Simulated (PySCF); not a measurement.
C₂H₄N₃, SMILES c1nc[nH+][nH]1, charge +1.

The structure is a stationary point at PBE0-D3(BJ)/def2-SVP. The isomer is the one that the SMILES or the coordinates give; other isomers of the formula were not compared.

Calculation: PBE0-D3(BJ)/def2-SVP (PySCF 2.14.0).

No scaling factor is applied to the harmonic values.

Computed vibrational spectrum:
| mode | ν (cm⁻¹) | IR (km/mol) | Raman (Å⁴/amu) | depolarisation | moving atoms (share of kinetic energy) |
|---|---|---|---|---|---|
| 1 | 555 | 0.0 | 0.5 | 0.75 | H 63 %, N 37 % |
| 2 | 635 | 271.8 | 0.3 | 0.75 | H 74 %, N 20 % |
| 3 | 643 | 0.0 | 0.1 | 0.75 | H 45 %, N 37 %, C 18 % |
| 4 | 676 | 1.1 | 0.2 | 0.75 | H 43 %, N 35 %, C 22 % |
| 5 | 931 | 13.7 | 0.0 | – | H 64 %, C 30 % |
| 6 | 944 | 6.4 | 1.3 | 0.65 | N 59 %, C 32 %, H 10 % |
| 7 | 955 | 0.0 | 0.3 | 0.75 | H 68 %, C 30 % |
| 8 | 996 | 10.2 | 1.8 | 0.75 | N 68 %, H 17 %, C 15 % |
| 9 | 1128 | 71.5 | 1.7 | 0.42 | H 67 %, N 28 % |
| 10 | 1132 | 28.0 | 1.3 | 0.75 | H 59 %, C 34 % |
| 11 | 1230 | 1.2 | 12.9 | 0.47 | H 78 %, N 19 % |
| 12 | 1275 | 0.1 | 27.3 | 0.11 | N 45 %, C 39 %, H 16 % |
| 13 | 1304 | 0.2 | 0.9 | 0.75 | H 74 %, N 17 %, C 10 % |
| 14 | 1460 | 99.9 | 13.1 | 0.75 | C 52 %, N 40 % |
| 15 | 1514 | 21.6 | 4.2 | 0.19 | N 58 %, H 22 %, C 20 % |
| 16 | 1567 | 14.0 | 0.5 | 0.73 | C 58 %, N 22 %, H 20 % |
| 17 | 1582 | 67.0 | 0.6 | 0.75 | N 47 %, H 36 %, C 16 % |
| 18 | 3280 | 47.6 | 12.3 | 0.75 | H 91 %, C 9 % |
| 19 | 3283 | 19.6 | 111.2 | 0.21 | H 90 %, C 10 % |
| 20 | 3597 | 163.6 | 38.7 | 0.75 | H 92 % |
| 21 | 3610 | 391.8 | 105.0 | 0.14 | H 92 % |
